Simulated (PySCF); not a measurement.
# Working out the ionisation energy of Pd

Pd [Kr] 4d10 (1S) → Pd⁺ [Kr] 4d9 (2D). Computed with PySCF 2.14 in def2-TZVP with the def2 core potential (28 electrons) (6s4p3d1f, 40 functions), with scalar relativity through the core potential. Frozen: 4s2 4p6. Energies in hartree (1 hartree = 27.21139 eV):

```csv
part,Pd (lower),Pd⁺ (upper)
UHF,-127.030194,-126.799387
MP2 opposite-spin,-0.170732,-0.130138
MP2 same-spin,-0.097250,-0.075332
```

Q: What does Hartree-Fock give?

A: (-126.799387) − (-127.030194) = 0.230807 hartree = 6.281 eV.

Q: What do MP2 and SCS-MP2 (6/5 opposite-spin, 1/3 same-spin) give?

A: The opposite-spin parts differ by 1.105 eV and the same-spin parts by 0.596 eV. MP2: 6.281 + (1.105) + (0.596) = 7.982 eV. SCS-MP2: 6.281 + 1.2 × (1.105) + (0.596)/3 = 7.806 eV.

Measured between the centres of the two terms (NIST): 8.512 eV, so MP2 (valence) is off by -0.530 eV.

What remains against the reference includes basis incompleteness, the frozen core and correlation beyond second order.
